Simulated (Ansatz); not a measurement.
Ansatz (a program for electronic structure) input (CCSD(T)/aug-cc-pV(D+d)Z):
A basis named .json is the Basis Set Exchange file of that set.

Ansatz 0.2 input:
```yaml
crystal:
  periodic: [false, false, false]
  atoms:
    - {symbol: Si, position_ang: [-1.07247936, 0.08671498, 0.21192337]}
    - {symbol: P, position_ang: [1.12328073, -0.06802843, -0.33237524]}
    - {symbol: H, position_ang: [-1.81711390, -0.89255904, -0.61340246]}
    - {symbol: H, position_ang: [-1.53175281, 1.45323290, -0.12913028]}
    - {symbol: H, position_ang: [-1.35648375, -0.17410058, 1.64265359]}
    - {symbol: H, position_ang: [1.31288995, -1.29737137, 0.35134168]}
    - {symbol: H, position_ang: [1.55796051, 0.71721488, 0.76723878]}
basis:
  gaussian:
    orbitals: aug-cc-pV_D+d_Z.json
magnetization: {spin_polarized: false}
correlation: {method: ccsd_t, electrons: outside_noble_gas}
output: {forces: true}
```

End of the output:

```
integrals: 0.17 GiB planned
1088 factors; integrals over basis functions are off by at most 9.4e-4 eV
mean field: 0.34 GiB planned
mean field evaluation 1: about -17212.4686 eV, gradient 1.3e1 eV
mean field evaluation 2: about -17212.5133 eV, gradient 1.3e1 eV
mean field evaluation 4: about -17213.5561 eV, gradient 1.0e0 eV
mean field evaluation 8: about -17213.5626 eV, gradient 2.8e-1 eV
mean field evaluation 16: about -17213.5545 eV, gradient 1.2e0 eV
mean field -17213.56338853 eV, -632.5867867560 hartree, gradient 2.5e-6 eV, S^2 0.000000; 0 other end points of the search recorded, 0 dependent functions left out
10 core orbitals not correlated
reference -17213.56338853 eV, -632.5867867560 hartree; 7, 7 occupied and 92, 92 virtual orbitals, 1088 factors
densities: 0.66 GiB planned
second order -6.67837061 eV of doubles, -0.00000000 eV of singles
coupled cluster: 0.43 GiB planned
cycle   1  -7.65473321 eV  change   -9.8e-1 eV  update   7.6e-2
cycle   2  -8.00056341 eV  change   -3.5e-1 eV  update   2.6e-2
cycle   3  -8.02063375 eV  change   -2.0e-2 eV  update   7.0e-3
cycle   4  -8.01777620 eV  change    2.9e-3 eV  update   2.5e-3
cycle   5  -8.01688077 eV  change    9.0e-4 eV  update   7.4e-4
cycle   6  -8.01679617 eV  change    8.5e-5 eV  update   2.5e-4
cycle   7  -8.01682183 eV  change   -2.6e-5 eV  update   8.4e-5
cycle   8  -8.01683725 eV  change   -1.5e-5 eV  update   2.9e-5
cycle   9  -8.01683422 eV  change    3.0e-6 eV  update   9.4e-6
cycle  10  -8.01683263 eV  change    1.6e-6 eV  update   2.6e-6
perturbative correction -0.24670784 eV, -0.0090663461 hartree
the calculation of the forces begins
Total energy: -17221.82692900 eV, -632.8904662672 hartree
Atom 0 at    -1.072479     0.086715     0.211923 Å, force    -0.095409     0.006573     0.024380 eV/Å
Atom 1 at     1.123281    -0.068028    -0.332375 Å, force     0.111656     0.053670    -0.325768 eV/Å
Atom 2 at    -1.817114    -0.892559    -0.613402 Å, force    -0.066869    -0.093254    -0.075033 eV/Å
Atom 3 at    -1.531753     1.453233    -0.129130 Å, force    -0.039977     0.127810    -0.029396 eV/Å
Atom 4 at    -1.356484    -0.174101     1.642654 Å, force    -0.007251    -0.024270     0.121834 eV/Å
Atom 5 at     1.312890    -1.297371     0.351342 Å, force     0.029087    -0.198340     0.108325 eV/Å
Atom 6 at     1.557961     0.717215     0.767239 Å, force     0.068763     0.127811     0.175657 eV/Å
Dipole moment:    -0.025301    -0.022223     0.122558 e Å
```
